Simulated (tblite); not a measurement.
Species: C₂H₂BF₃ (triplet state).
SMILES with atom numbers: `[BH2:1][C:2][C:3]([F:4])([F:5])[F:6]` (hydrogens: H7, H8 on B1)

Computed with GFN2-xTB (tblite), gas phase: L-BFGS steps from a force-field or distance-geometry start until the largest atomic force falls under 0.01 eV/Å.

Step 9: E = -559.4704 eV
```
atom  x, y, z in Å  |  force x, y, z in eV/Å
B1     -1.5075   -0.4324    0.2644   -0.148   0.396  -0.287
C2     -0.0949   -0.3056    0.6453    0.123  -0.101  -0.034
C3      1.1057    0.1803   -0.0142    0.010   0.133  -0.056
F4      1.2827   -0.2566   -1.2926   -0.149   0.034   0.039
F5      2.2805   -0.0471    0.5798   -0.075  -0.050   0.239
F6      0.9650    1.5329   -0.1023    0.243   0.034  -0.166
H7     -1.6697   -0.7182   -0.8894   -0.198   0.033   0.495
H8     -2.3528    0.0561    0.9398    0.193  -0.479  -0.229
```

Step 10: E = -559.5004 eV
```
atom  x, y, z in Å  |  force x, y, z in eV/Å
B1     -1.5166   -0.4236    0.2741   -0.346   0.332  -0.362
C2     -0.0983   -0.2654    0.6144   -0.090  -0.066   0.083
C3      1.1141    0.1982   -0.0273    0.057   0.082  -0.049
F4      1.3140   -0.2570   -1.2948   -0.157   0.069  -0.034
F5      2.2602   -0.0756    0.6032    0.032   0.047   0.234
F6      1.0169    1.5536   -0.1262    0.260  -0.057  -0.137
H7     -1.6892   -0.7226   -0.8839   -0.195   0.080   0.624
H8     -2.3922    0.0017    0.9714    0.439  -0.488  -0.359
```

Step 11: E = -559.5347 eV
```
atom  x, y, z in Å  |  force x, y, z in eV/Å
B1     -1.5292   -0.4076    0.2808   -0.409   0.185  -0.326
C2     -0.1048   -0.2195    0.5782   -0.269   0.036   0.165
C3      1.1244    0.2188   -0.0415    0.084   0.002  -0.005
F4      1.3465   -0.2555   -1.2965   -0.131   0.072  -0.093
F5      2.2357   -0.1066    0.6329    0.074   0.152   0.168
F6      1.0813    1.5749   -0.1561    0.255  -0.150  -0.062
H7     -1.7156   -0.7264   -0.8678   -0.206   0.095   0.562
H8     -2.4294   -0.0688    1.0009    0.602  -0.392  -0.408
```

Step 12: E = -559.5719 eV
```
atom  x, y, z in Å  |  force x, y, z in eV/Å
B1     -1.5441   -0.3871    0.2817   -0.270   0.011  -0.184
C2     -0.1155   -0.1760    0.5445   -0.305   0.174   0.201
C3      1.1346    0.2367   -0.0523    0.039  -0.069   0.037
F4      1.3719   -0.2516   -1.2971   -0.081   0.005  -0.137
F5      2.2112   -0.1310    0.6623    0.088   0.207   0.087
F6      1.1468    1.5892   -0.1854    0.208  -0.163   0.046
H7     -1.7454   -0.7282   -0.8412   -0.241   0.048   0.246
H8     -2.4505   -0.1426    1.0184    0.562  -0.214  -0.296
```

**Question.** Estimate the geometry and energy of step 13. (The exact step hangs on the optimiser's Hessian estimate; all steps are aligned on step 12, rigid shifts and turns removed.)

**Answer.** E = -559.5962 eV, largest force 0.354 eV/Å
```
atom  x, y, z in Å  |  force x, y, z in eV/Å
B1     -1.5558   -0.3728    0.2776    0.064  -0.078  -0.073
C2     -0.1271   -0.1486    0.5275   -0.167   0.257   0.178
C3      1.1397    0.2438   -0.0553   -0.045  -0.082   0.034
F4      1.3814   -0.2479   -1.2975   -0.051  -0.092  -0.124
F5      2.1974   -0.1383    0.6796    0.094   0.157   0.051
F6      1.1882    1.5909   -0.2011    0.136  -0.058   0.113
H7     -1.7684   -0.7277   -0.8180   -0.284  -0.051  -0.178
H8     -2.4465   -0.1900    1.0183    0.252  -0.053  -0.001
```

The energy changes by -0.0243 eV. The first-order estimate −F·Δx gives -0.0380 eV and the mean of the old and new forces, exact on a quadratic surface, -0.0244 eV. The step makes an angle of 64° with the force vector and moves no atom by more than 0.048 Å.

The cost below is that of the whole relaxation. Time: 0.16 s. Hardware: one thread of an Arm Neoverse V1, shared host with 32 logical CPUs at a one-minute load of 20.
